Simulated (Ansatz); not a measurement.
```yaml
atoms:
  - { symbol: Al, position_ang: [0.0000, 0.0000, 0.0000] }
  - { symbol: Cl, position_ang: [2.2453, 0.0000, 0.0000] }
  - { symbol: Cl, position_ang: [-1.1226, 1.9445, 0.0000] }
  - { symbol: Cl, position_ang: [-1.1226, -1.9445, 0.0000] }
```

Basis set: def2-TZVP (spherical functions). Correlated methods keep 20 orbitals frozen. Charge 0, multiplicity 1.

Computed with Ansatz (development build ahead of 0.2.0); each method stands on the lowest determinant of its kind that the runs found. Restricted open shells among the atoms or ions are ROHF, correlated in semicanonical orbitals with singles.

Q: Give the atomization energy at this shape (free ground-state atoms in the same class of orbitals less the molecule, no zero-point energy) of singlet AlCl₃ by RHF-MP2, RHF.

A:

```json
{"method": "RHF-MP2", "atomization energy": "298.13 kcal/mol"}
{"method": "RHF", "atomization energy": "239.62 kcal/mol"}
```

Caution: the shape is not the minimum.
